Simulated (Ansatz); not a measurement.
`N=[C]([SiH3])[GeH3]` and `N=C([SiH3])[SiH3]` differ in one atom or group.

Ansatz, PBE0-D4/def2-TZVP geometries, multiplicity 1. Each molecule was computed in one conformer, which needn't be the lowest.

Scalar relativity is left out up to krypton.

| property | `N=[C]([SiH3])[GeH3]` |
| --- | --- |
| LUMO energy (PBE0/def2-TZVPP) / eV | -1.24 |
| LUMO energy (PBE/def2-TZVPP) / eV | -2.32 |
| size of the dipole moment (ωB97M-V/def2-TZVPP) / D | 1.49 |
| HOMO–LUMO gap (ωB97M-V/def2-TZVPP) / eV | 10.08 |
| size of the dipole moment (PBE/def2-TZVPP) / D | 1.29 |
| HOMO–LUMO gap (PBE0/def2-TZVPP) / eV | 5.66 |

Task: Give the same properties after the change, and the shifts. (Estimate.)

Result: Computed: 
| property | `N=C([SiH3])[SiH3]` | shift |
| --- | --- | --- |
| LUMO energy (PBE0/def2-TZVPP) / eV | -1.39 | -0.15 |
| LUMO energy (PBE/def2-TZVPP) / eV | -2.47 | -0.15 |
| size of the dipole moment (ωB97M-V/def2-TZVPP) / D | 1.48 | -0.01 |
| HOMO–LUMO gap (ωB97M-V/def2-TZVPP) / eV | 10.09 | 0.01 |
| size of the dipole moment (PBE/def2-TZVPP) / D | 1.34 | 0.05 |
| HOMO–LUMO gap (PBE0/def2-TZVPP) / eV | 5.61 | -0.05 |

With PBE0 the HOMO falls by 0.10 eV and the LUMO falls by 0.15 eV, so the gap narrows by about 0.05 eV. PBE moves the HOMO by -0.05 eV and ωB97M-V by -0.15 eV. Dipoles are sizes alone; their direction can turn.
